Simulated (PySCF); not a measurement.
PySCF input file for Si(Cl)(F)2(NCO) (CClF2NOSi), SMILES F[Si](N=C=O)(F)Cl, B3LYP/pcSseg-1. Coordinates come from a B3LYP-D3(BJ)/def2-SVP optimisation. One conformer was computed; it need not be the lowest.

```python
import numpy as np
from pyscf import gto, scf, dft
from pyscf.prop.nmr import rks as nmr

mol = gto.M(
    atom='''
    O     0.42554377    3.45503286   -0.00000000
    C     0.15427385    2.32212749   -0.00000000
    N    -0.13696367    1.15514102   -0.00000000
    Si   -0.36981126   -0.51075239    0.00000000
    F    -1.21819846   -0.93285277    1.29055030
    F    -1.21819847   -0.93285277   -1.29055030
    Cl    1.39609897   -1.51277245   -0.00000000
    ''',
    basis='pcSseg-1',
    charge=0,
    spin=0,
    max_memory=1600,
    verbose=3,
)
mf = dft.RKS(mol, xc='b3lyp')
mf.grids.level = 3
mf.conv_tol = 1e-10
mf.max_cycle = 100
mf.kernel()
n = nmr.NMR(mf)
n.verbose = 2
n.max_cycle_cphf = 60
sigma = n.kernel()
print('atom   isotropic/ppm   span/ppm')
for i, s in enumerate(sigma):
    w = np.linalg.eigvalsh((s + s.T) / 2)
    print(f'{mol.atom_symbol(i):2s}{i + 1:3d} {w.mean():14.3f} {w[2] - w[0]:11.3f}')
```

It prints:

```
converged SCF energy = -1117.67119285105
atom   isotropic/ppm   span/ppm
O   1        179.247     301.550
C   2         56.484     330.886
N   3        215.591     189.192
Si  4        422.097      40.166
F   5        295.443     139.395
F   6        295.443     139.395
Cl  7        876.041     276.508
```

Self-consistency was reached.

Cost: very roughly 40 core-seconds.
